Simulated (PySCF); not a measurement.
**Os (osmium, neutral) across methods**

[Xe] 4f14 5d7 6s1, high-spin 5F determinant (an excited configuration). Computed with PySCF 2.14 in x2c-TZVPPall, with scalar relativity by spin-free X2C-1e.

```json
{"method": "r2SCAN", "E (hartree)": "-17255.51", "mean ε 6s α (eV)": "-6.364", "mean ε 5d α (eV)": "-5.724", "mean ε 5d β (eV)": "-3.882", "Σ⟨r²⟩ (bohr²)": "62.97", "⟨S²⟩": "6.003"}
{"method": "revPBE", "E (hartree)": "-17255.90", "mean ε 6s α (eV)": "-5.992", "mean ε 5d α (eV)": "-5.456", "mean ε 5d β (eV)": "-3.738", "Σ⟨r²⟩ (bohr²)": "63.80", "⟨S²⟩": "6.002"}
{"method": "LDA", "E (hartree)": "-17244.58", "mean ε 6s α (eV)": "-6.233", "mean ε 5d α (eV)": "-5.627", "mean ε 5d β (eV)": "-3.925", "Σ⟨r²⟩ (bohr²)": "63.69", "⟨S²⟩": "6.002"}
{"method": "PBE0", "E (hartree)": "-17255.20", "mean ε 6s α (eV)": "-6.669", "mean ε 5d α (eV)": "-6.837", "mean ε 5d β (eV)": "-4.966", "Σ⟨r²⟩ (bohr²)": "63.26", "⟨S²⟩": "6.002"}
{"method": "UHF", "E (hartree)": "-17249.99276", "mean ε 6s α (eV)": "-7.982", "mean ε 5d α (eV)": "-10.332", "mean ε 5d β (eV)": "-7.786", "Σ⟨r²⟩ (bohr²)": "63.27", "⟨S²⟩": "6.006"}
{"method": "PBE", "E (hartree)": "-17255.44", "mean ε 6s α (eV)": "-6.040", "mean ε 5d α (eV)": "-5.490", "mean ε 5d β (eV)": "-3.780", "Σ⟨r²⟩ (bohr²)": "63.83", "⟨S²⟩": "6.002"}
{"method": "LC-wPBE", "E (hartree)": "-17255.16", "mean ε 6s α (eV)": "-8.683", "mean ε 5d α (eV)": "-9.363", "mean ε 5d β (eV)": "-7.547", "Σ⟨r²⟩ (bohr²)": "62.95", "⟨S²⟩": "6.003"}
```

(1) Estimate the same row for r2SCAN0.

Spin-orbit coupling, absent here, splits the open shell strongly.

Answers

(1) E (hartree) = -17255.29; mean ε 6s α (eV) = -6.960; mean ε 5d α (eV) = -7.042; mean ε 5d β (eV) = -5.077; Σ⟨r²⟩ (bohr²) = 62.72; ⟨S²⟩ = 6.003.
